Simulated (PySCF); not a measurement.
B2HO2, SMILES [OH+]=BB=O, charge +1.

Coordinates come from a PBE-D3(BJ)/def2-TZVP optimisation. The isomer is the one that the SMILES or the coordinates give; other isomers of the formula were not compared. The values are those of a single conformer.

The numbers are results of PySCF with TDDFT-LC-ωPBE/def2-SVPD, not measurements.

Vertical excitations; the highest root listed may be one member of a degenerate set. The molecule is in vacuum. State labels are in the subgroup C2v.

Computed UV-visible absorptions:
```
state  symmetry  energy (eV)  λ (nm)      f                                                                main pairs
-----  --------  -----------  ------  -----  ------------------------------------------------------------------------
S1           A2         5.70     218  0.000                                        HOMO−1→LUMO+1 47 %, HOMO→LUMO 47 %
S2           A1         5.96     208  0.000                                 HOMO−1→LUMO, HOMO→LUMO+1 (degenerate set)
S3           A2         5.96     208  0.000                                 HOMO→LUMO, HOMO−1→LUMO+1 (degenerate set)
S4           B2         7.61     163  0.001                                            HOMO−2→LUMO+1 (degenerate set)
S5           B1         7.61     163  0.001                                              HOMO−2→LUMO (degenerate set)
S6           A1         8.16     152  0.400                                        HOMO−1→LUMO 49 %, HOMO→LUMO+1 49 %
S7           A2         9.31     133  0.000                                      HOMO−3→LUMO 47 %, HOMO−4→LUMO+1 47 %
S8           A1         9.51     130  0.000                               HOMO−3→LUMO+1, HOMO−4→LUMO (degenerate set)
S9           A2         9.51     130  0.000                               HOMO−4→LUMO+1, HOMO−3→LUMO (degenerate set)
S10          B2        10.36     120  0.008  HOMO→LUMO+4 39 %, HOMO→LUMO+2 31 %, HOMO−5→LUMO+1 13 %, HOMO→LUMO+3 10 %
T1           A1         4.80     259      0                                        HOMO−1→LUMO 43 %, HOMO→LUMO+1 43 %
T2           A1         5.18     239      0                                 HOMO→LUMO+1, HOMO−1→LUMO (degenerate set)
T3           A2         5.18     239      0                                 HOMO→LUMO, HOMO−1→LUMO+1 (degenerate set)
T4           A2         5.73     217      0                                        HOMO−1→LUMO+1 47 %, HOMO→LUMO 47 %
```
Triplets are in the Tamm–Dancoff approximation, which puts them higher than full response would, so one can lie above its singlet here.
